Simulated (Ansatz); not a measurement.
Energy difference R1 → 2 P1, each structure at its B3LYP-D3(BJ)/def2-TZVP stationary point, reached from a drawn start (curvature not checked).
R1: N2 (SMILES N#N), charge 0, multiplicity 1.
P1: N atom, charge 0, multiplicity 4.

P less R. No zero-point or thermal terms; singlets are restricted closed shells; open shells are unrestricted.

Correlated levels freeze the cores.

The values were computed with Ansatz (a first-principles code) with Gaussian orbitals. No computed number here is a measurement.

### Question
One of these levels gives 243.05 kcal/mol for the reaction energy. Which one is it?
(A) CCSD/cc-pVDZ
(B) MP2/cc-pVDZ
(C) PBE/def2-TZVPP
(D) SVWN5/def2-TZVPP

### Answer
C, PBE/def2-TZVPP. The others give 266.74 (SVWN5/def2-TZVPP), 210.51 (MP2/cc-pVDZ), 192.58 (CCSD/cc-pVDZ)
